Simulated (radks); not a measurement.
Values are calculated unless marked as measured or tabulated.
Species: Hf XXVI. Configuration: [Kr] 4d10 4f1. Code: a radial shooting solver on a logarithmic mesh with Libxc functionals. Model: Dirac Kohn-Sham, LDA (Slater exchange, Perdew-Wang correlation), spin-unpolarised, spherical densities, finite nucleus; open shells are shared between the two j in proportion to 2j + 1; Fermi nuclear charge, rms radius 5.347 fm.

Normalised radial functions P(r) = r R(r) (large component), r in bohr:

```
   r/bohr * 4p1/2, o 5s1/2 (the largest magnitude, 1.63, reaches the edge; | marks zero, & curves that meet)
 0.001523                             * o
 0.002254                             |* o
 0.003336                             |* o
 0.004936                             | * o
 0.007306                             |  * o
  0.01081                             |   o*
    0.016                             |  o   *
  0.02368                             o         *
  0.03505                        o    |           *
  0.05186                      o      |         *
  0.07676                         o   *
   0.1136                *            |     o
   0.1681             *               |         o
   0.2488                          o  |   *
   0.3682               o             |                          *
   0.5449                             |   o                   *
   0.8064                             |      *               o
    1.193                             |*          o
    1.766                             *o
    2.614                             &
```

4p1/2: eigenvalue -1166.5 eV, 2 radial nodes at r = 0.0772, 0.235 bohr, <r> = 0.446 bohr, 90 % of the charge inside 0.642 bohr. 5s1/2 (empty): eigenvalue -637.72 eV, 4 radial nodes at r = 0.0227, 0.0901, 0.231, 0.513 bohr, <r> = 0.826 bohr, 90 % of the charge inside 1.15 bohr.
